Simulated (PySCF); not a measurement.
**EuF at UHF**

Level: UHF. Eu x2c-TZVPall, F x2c-TZVPall; spin-free X2C with a Gaussian nucleus (PySCF 2.14).

```json
{
 "state": "nonet, about 7.0 electrons in the 4f shell (Mulliken)",
 "bond length": "2.117 Å",
 "harmonic wavenumber": "483 cm⁻¹",
 "force constant": "2.32 mdyn/Å",
 "rotational constant Be": "0.2227 cm⁻¹",
 "anharmonicity ωexe": "2.03 cm⁻¹",
 "vibration–rotation constant αe": "0.00129 cm⁻¹",
 "bond order (Mayer)": "0.49",
 "dipole moment (positive dipole means Eu(−)F(+))": "-3.24 D"
}
```

Spin–orbit coupling is left out, which matters for elements this heavy, above all for dissociation energies. Hartree–Fock leaves out correlation, which carries a large part of most bond energies and some tenths to 1 eV of ionisation energies. The state is the lowest single determinant that the PBE0 search found; with open d or f shells the true ground state can be another one.
